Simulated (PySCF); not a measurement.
Labels have come off several samples. The candidates:

A. `C1C(=C)CC1OC`
B. `C#CC(=O)O[Si@H](C)NC`
C. `CNC(=O)C(=O)/C=C/[SiH3]`
D. `C=C(C)C#CC(=O)NC`

Spectrum 1. ¹H NMR (400 MHz, computed): δ 5.57 (q, 1H), 2.70 (s, 3H), 2.21 (s, 1H), 0.46 (d, 3H), 0.35 (br s, 1H). ¹³C{¹H} NMR (computed): δ 157.5 (C), 81.0 (CH), 80.6 (C), 28.7 (CH3), -1.4 (CH3).

Spectrum 2. ¹H NMR (400 MHz, computed): δ 5.82 (m, 1H), 5.78 (m, 1H), 4.86 (br, 1H), 3.17 (d, 3H), 2.08 (s, 3H). ¹³C{¹H} NMR (computed): δ 154.7 (C), 134.4 (C), 134.2 (CH2), 92.7 (C), 90.6 (C), 26.4 (CH3), 26.0 (CH3).

Spectrum 3. ¹H NMR (400 MHz, computed): δ 5.31 (s, 2H), 3.78 (m, 1H), 3.37 (s, 3H), 2.95 (m, 2H), 2.82 (m, 2H). ¹³C{¹H} NMR (computed): δ 150.5 (C), 115.1 (CH2), 73.2 (CH), 57.7 (CH3), 40.9 (CH2).

Spectrum 4. ¹H NMR (400 MHz, computed): δ 8.41 (d, 1H), 8.08 (m, 1H), 6.88 (br, 1H), 4.36 (d, 3H), 3.21 (d, 3H). ¹³C{¹H} NMR (computed): δ 188.4 (C), 162.3 (C), 157.5 (CH), 144.6 (CH), 26.5 (CH3).

[PySCF 2.14: shieldings: GIAO PBE0/pcSseg-1; geometry: GFN2-xTB; no solvent model; one computed conformer; non-relativistic; averaged over atoms made equivalent by symmetry, fast rotation or ring inversion]

δ = σ(ref) − σ, references computed at the same level: TMS for ¹H (σref 31.72), ¹³C (σref 186.93). Where no couplings were computed, multiplicities follow the n + 1 count of equivalent neighbours, and m marks all less simple cases (inequivalent or close neighbours, rings, F or P nearby). Acid and N–H amide carbonyl carbons lie up to 10 ppm further downfield in solution (hydrogen bonding). Shifts are as computed. Against solution values, carbons near 30 ppm lie about +3 ppm off and those near 130 ppm about +5 ppm. Of 1309 compounds with measured shifts, 239 miss one by over three times the rms of a fit or turn the order of signals round; such compounds aren't used in these exercises. OH and NH positions are gas-phase values without hydrogen bonding to other molecules.

Problem. Match each spectrum to its structure.

Solution. 1–B, 2–D, 3–A, 4–C.

- Spectrum 1 (B): 5 ¹³C signals; δC 81.0 is a terminal alkyne carbon; δC 80.6 is an alkyne carbon.
- Spectrum 2 (D): 7 ¹³C signals; δC 154.7 is an amide carbonyl carbon; δC 134.4 is a fully substituted alkene carbon.
- Spectrum 3 (A): 5 ¹³C signals; δC 150.5 is a fully substituted alkene carbon; δC 115.1 is a terminal =CH2 carbon.
- Spectrum 4 (C): 5 ¹³C signals; δC 188.4 is a ketone carbonyl carbon; δC 162.3 is an amide carbonyl carbon.
